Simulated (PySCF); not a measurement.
Compound: Sn(vinyl)3(NCO), C7H9NOSn.
Bonds: Sn1–C2, Sn1–C7, Sn1–C12, Sn1–N17, C2–C3, C7–C8, C12–C13, N17–C18, C18–O19. Hydrogens: H4 on C2; H5, H6 on C3; H9 on C7; H10, H11 on C8; H14 on C12; H15, H16 on C13.

Method: PySCF 2.14.0, PBE0-D3(BJ)/def2-SVP geometry optimisation, gas phase, def2 core potentials past Kr; density fitting, grid level 1; the optimiser is geomeTRIC in internal coordinates, started from a GFN2-xTB structure with every atom displaced at random (about 0.03 Å).

Geometry at step 2:
```
atom  x, y, z in Å
Sn1     0.2686    0.3798    0.1579
C2     -0.1545    0.3347    2.2442
C3     -0.9146   -0.6014    2.8171
H4      0.2913    1.1186    2.8576
H5     -1.3920   -1.4000    2.2355
H6     -1.1232   -0.5894    3.8941
C7      2.3030    0.0903   -0.4046
C8      2.7198   -0.9881   -1.0736
H9      3.0210    0.8713   -0.1275
H10     1.9958   -1.7580   -1.3506
H11     3.7687   -1.1402   -1.3841
C12    -0.7020    1.9765   -0.8477
C13    -1.6401    1.8582   -1.7818
H14    -0.4270    3.0002   -0.5618
H15    -1.9446    0.8606   -2.1034
H16    -2.1267    2.7331   -2.2440
N17    -0.6909   -1.2637   -0.5997
C18    -1.3427   -2.2570   -0.7384
O19    -1.9725   -3.2322   -0.9044
```

Question: What forces act on the atoms?

Answer: 
```tsv
atom	Fx (eV/Å)	Fy (eV/Å)	Fz (eV/Å)
Sn1	-0.240	-0.320	-0.227
C2	0.060	-0.126	-0.070
C3	-0.105	0.069	-0.102
H4	0.060	0.143	0.185
H5	0.058	0.000	0.053
H6	0.022	-0.037	-0.024
C7	0.200	0.097	0.084
C8	-0.062	0.079	-0.022
H9	0.042	0.011	-0.009
H10	0.058	-0.211	-0.108
H11	-0.273	0.074	0.125
C12	0.243	0.740	0.234
C13	-0.147	-0.282	-0.144
H14	0.118	-0.015	0.132
H15	-0.252	-0.052	-0.218
H16	0.110	-0.238	0.067
N17	0.178	0.207	0.068
C18	0.042	0.009	0.005
O19	-0.111	-0.147	-0.030
```

The largest, 0.81 eV/Å, acts on C12; the rms over all components is 0.171 eV/Å. The forces sum to zero within rounding, as they must for an isolated molecule in no field.

Question: Give the force on C12 in Eh/bohr and in nN.

Answer: 0.813 eV/Å ÷ 51.422 = 0.01581 Eh/bohr, and 0.813 eV/Å × 1.602 = 1.30 nN.

Question: How far is this geometry from the end of the optimisation?

Answer: 0.044 eV above it, and 0.051 Å rms away after alignment. The bonds farthest from their final lengths, with half the difference of the two atoms' forces along the bond (positive lengthens):

| bond | now (Å) | final (Å) | force along bond (eV/Å) |
| --- | --- | --- | --- |
| Sn1–N17 | 2.048 | 2.039 | -0.36 |
| C8–H11 | 1.104 | 1.096 | -0.12 |
| Sn1–C12 | 2.122 | 2.130 | +0.18 |
| C12–C13 | 1.329 | 1.336 | +0.32 |
| C2–H4 | 1.091 | 1.097 | +0.17 |
| C13–H16 | 1.103 | 1.097 | -0.08 |

The angle farthest from its final value is Sn1–C12–C13, 126.1° against 121.3°.

What follows is the cost of the whole optimisation. The run took 6.0 min of wall time on an Arm Neoverse N1 with one thread, shared host, and the process peaked at 1.1 GiB of memory.
